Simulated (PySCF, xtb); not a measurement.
(1Z,3Z)-1,4-difluorobuta-1,3-diene (C4H4F2), SMILES F/C=C\C=C/F. Other conformers were not sampled.

Harmonic wavenumbers (cm⁻¹) from GFN2-xTB run with xtb 6.7.1 at its own minimum, in rising order: 76, 152, 215, 310, 512, 584, 722, 755, 821, 855, 908, 977, 1039, 1131, 1187, 1238, 1264, 1345, 1668, 1676, 3091, 3092, 3103, 3116.

**Question.** What does PBE-D3(BJ)/def2-SVP (PySCF) give at its own minimum? (The exact figures need the calculation; the answer reports its results.)

**Answer.** 91, 152, 220, 327, 566, 628, 752, 753, 772, 882, 913, 963, 1048, 1142, 1199, 1237, 1308, 1406, 1642, 1696, 3124, 3128, 3143, 3147. Paired by order, the mean absolute difference is 24 cm⁻¹ and the zero-point energies are 42.7 and 43.2 kcal/mol.
